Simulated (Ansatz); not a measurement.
Consider the cleavage of the Si–Si bond: `B[Si](O)(F)[SiH3]` + `[OH][GaH][SH]` → `[SiH3][O][GaH][SH]` + `B[SiH](O)F`.

Program: Ansatz. Geometries: PBE0-D4/def2-TZVP. ΔE: electronic, gas phase. CCSD(T)/CBS adds triple-zeta CCSD(T) − MP2 to the extrapolated MP2 energy (def2 sets, frozen cores). DFT in def2-TZVPP. For Ga outer-core shells are correlated without core-valence functions, which leaves a few kJ/mol of doubt a bond. Scalar relativity is left out up to krypton. One conformer a species, not always the lowest.

| level | ΔE (kJ/mol) |
| --- | --- |
| r2SCAN-D4 | -100.9 |
| MP2/def2-TZVPP | -121.2 |
| SCS-MP2/def2-TZVPP | -125.7 |
| MP2/CBS(def2) | -119.4 |

Problem. What does CCSD(T)/CBS give? (An estimate is asked.)

Solution. The calculation gave: -111.2 kJ/mol. The listed levels differ from it by 10.3, -10.0, -14.5, -8.2 kJ/mol.

Largest T1 diagnostic among the species: 0.014.

From PBE to PBE0 (25 % exact exchange), in def2-TZVPP and without D4, ΔE moves by −11.1 kJ/mol. In def2-TZVPP, CCSD(T) changes the Hartree–Fock value by +26.5 kJ/mol (the triples alone add +3.5 kJ/mol) and MP2 by +18.3 kJ/mol.
